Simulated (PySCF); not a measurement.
**Spin–spin couplings to the heavy atom in `FC(F)(F)C(F)(F)CI`, C3H2F5I**

Geometry (Å), atoms numbered from 1 in this order:
```xyz
11

F     1.322   -0.749   -1.265
C     1.317   -0.067   -0.120
F     1.582    1.203   -0.382
F     2.269   -0.547    0.664
C    -0.057   -0.220    0.567
F    -0.055    0.548    1.667
F    -0.135   -1.511    0.963
C    -1.265    0.046   -0.304
I    -1.617    2.092   -0.818
H    -2.146   -0.296    0.253
H    -1.179   -0.523   -1.237
```

Calculated values (PySCF 2.14.0): indirect couplings, PBE0/pcJ-1 (dyall-v2z on I), gas phase, finite nuclei, PBE0-D3(BJ)/def2-SVP geometry.

Non-relativistic values:
```json
{"coupling": "1J(127I,13C)", "atoms": "I9 – C8", "J (Hz)": "-101.3"}
{"coupling": "2J(127I,13C)", "atoms": "I9 – C5", "J (Hz)": "-4.7"}
{"coupling": "2J(127I,1H)", "atoms": "I9 – H10/H11", "J (Hz)": "19.8"}
{"coupling": "3J(127I,19F)", "atoms": "I9 – F6/F7", "J (Hz)": "-28.9"}
{"coupling": "4J(127I,19F)", "atoms": "I9 – F1/F3/F4", "J (Hz)": "10.0"}
```

What do two-component X2C with spin–orbit coupling give?

Answers


```tsv
coupling	atoms	with spin–orbit (Hz)
1J(127I,13C)	I9 – C8	-118.8
2J(127I,13C)	I9 – C5	-7.3
2J(127I,1H)	I9 – H10/H11	21.3
3J(127I,19F)	I9 – F6/F7	-32.9
4J(127I,19F)	I9 – F1/F3/F4	9.0
```

The largest listed coupling, 1J(127I,13C), ends at 1.17 times its non-relativistic value. Equivalent partners are averaged, as under fast rotation. In the static structure 3J(127I,19F) spreads over -7.4, -58.4 Hz. In the static structure 4J(127I,19F) spreads over 1.5, 23.5, 2.0 Hz. Couplings to strongly quadrupolar nuclei (127I) are seldom resolved in solution.
